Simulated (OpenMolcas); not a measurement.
Ta3+ (d2) on a cation site of an ionic host was computed by CASSCF with the d shell active (OpenMolcas, ANO-RCC-VTZP on the metal). Its lowest spin-free states, and all those of the highest spin:

| 2S+1 | Degeneracy | E (cm-1) |
| --- | --- | --- |
| 3 | 3 | 0.0 |
| 1 | 3 | 8505 |
| 1 | 2 | 8622 |
| 3 | 3 | 17070 |
| 1 | 1 | 18916 |
| 3 | 3 | 24380 |
| 1 | 3 | 25975 |
| 1 | 3 | 28073 |
| 3 | 1 | 35351 |
| 1 | 2 | 44257 |
| 1 | 1 | 54567 |

Task: Is the site octahedral, tetrahedral or cube-like, axial, or of lower symmetry?

Result: The states with 2S+1 = 3 have orbital degeneracies 3, 3, 3, 1. Threefold states need a cubic site. For d2 at this spin an octahedron puts the threefold T1 below the threefold T2 and a tetrahedron or cube puts the single A2 below the threefold T2, so the site is octahedral. The run had Ta3+ with its 6 nearest bromide ions at 2.677 Å, on the Y site of Cs2NaYBr6 (a = 11.3047 Å, distance in the model lattice 2.765 Å). The rest of the host is ab initio model potentials to 7.6 Å, with orthogonalisation functions on the cations behind the ligands, and point charges beyond; the distance is set by hand and nothing relaxes. Ligand basis ANO-RCC-VDZP.

An orbital triplet at a regular site is open to Jahn-Teller coupling, which can distort the site and quench the lowest spin-orbit gaps and is left out. Without dynamic correlation the repulsion within the d shell is too large (B by tens of per cent), so at a given field states of lower spin stand too high. The least metal-like active orbital is 77 % on the metal (Löwdin) and no ligand orbital is active, so the numbers are rough. With metal d orbitals alone the field can be off either way by tens of per cent. Ligand-to-metal charge-transfer states are missing. With no ligand orbital active B as a rule stays too high, so bands that hang on it stand too high and its fall with covalency is understated. No measured value stands beside these numbers; the geometry was set by hand and not optimised.
